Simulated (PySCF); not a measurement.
Predicted microwave data (PBE0-D3(BJ)/def2-SVP geometry optimisation, gas phase (PySCF 2.14.0)) for one isomer of CGaN:

| Item | Value |
| --- | --- |
| Rotational constants | B = 3443 MHz (linear) |
| Dipole components | \|μa\| = 3.78 D, \|μb\| = 0.00 D, \|μc\| = 0.00 D |

Question: Which candidate fits, each taken in the one conformer that was computed?
A. `N#[C][Ga]` (gallium cyanide) [singlet]
B. `[C-]#[N+][Ga]` (gallium isocyanide) [singlet]

Answer: A. It is N#[C][Ga], linear, point group C∞v. The candidates at the same level (rigid rotor, commonest isotopes):

```json
{"SMILES": "[C-]#[N+][Ga]", "A (MHz)": "–", "B (MHz)": "4006", "C (MHz)": "4006", "μa (D)": "3.81", "μb (D)": "0.00", "μc (D)": "0.00", "Δ (u·Å²)": "–", "point group": "C∞v", "rotor": "linear"}
{"SMILES": "N#[C][Ga]", "A (MHz)": "–", "B (MHz)": "3443", "C (MHz)": "3443", "μa (D)": "3.78", "μb (D)": "0.00", "μc (D)": "0.00", "Δ (u·Å²)": "–", "point group": "C∞v", "rotor": "linear"}
```

`[C-]#[N+][Ga]` misses B by 16 %. No structure here is proved a minimum.
